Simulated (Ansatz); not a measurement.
## Energy profile

The step: SiN₂H₆O₂ ([NH2][Si]([NH2])([OH])[OH]) → SiN₂H₄O ([NH2][Si]([NH2])[O]) + H₂O (still joined by a long Si–O bond); bonds formed: O2–H4; bonds broken: O3–H4; bonds weakened to dative contacts: Si1–O2 (atoms numbered as in the saddle structure below).

Si1  (-0.204, 0.328, 0.145)
O2  (0.751, 0.397, -1.515)
O3  (-0.826, 1.674, -0.342)
H4  (0.084, 1.241, -1.475)
N5  (0.907, 0.260, 1.413)
N6  (-1.027, -1.160, 0.069)
H7  (0.453, -0.250, -2.164)
H8  (1.411, 1.089, 1.677)
H9  (1.359, -0.582, 1.723)
H10  (-0.968, -1.819, 0.828)
H11  (-1.938, -1.179, -0.359)
(Å)

Electronic energies by CCSD(T) at an estimated basis limit (MP2 extrapolated from triple and quadruple zeta, plus CCSD(T) − MP2 in triple zeta), on PBE0-D4/def2-TZVP structures; SiN$_{2}$H$_{6}$O$_{2}$, singlet; no counterpoise correction. Computed with Ansatz 0.2.0 (basis: def2-TZVPP and def2-QZVPP); correlated methods freeze the cores. Extrapolation: Hartree–Fock as exp(−7.88 √X), correlation as X^−2.97.

(1) Give the profile in kcal/mol, counted from the start structure. (To be estimated.)

No T1 diagnostic of these runs exceeds 0.014.

Results:

(1) The calculation gives:
```tsv
point	kcal/mol
start structure	0.00
saddle	50.93
end structure	48.43
separated: SiN$_{2}$H$_{4}$O (linked as [NH2][Si]([NH2])[O]; Si1, O3, N5, N6, H8, H9, H10, H11; singlet) + H$_{2}$O (O2, H4, H7; singlet)	61.65
```

For scale, one of the runs: CCSD(T)/def2-TZVPP, 250 basis functions, launched by `ansatz run in.yaml --threads 8 --pin off --events-out ev --progress --plain --max-ram 19148MiB`. Hardware: 8 CPU threads of a Oxide Virtual Turin-like, shared host. Wall time 62 s; peak host memory 5.6 GiB.
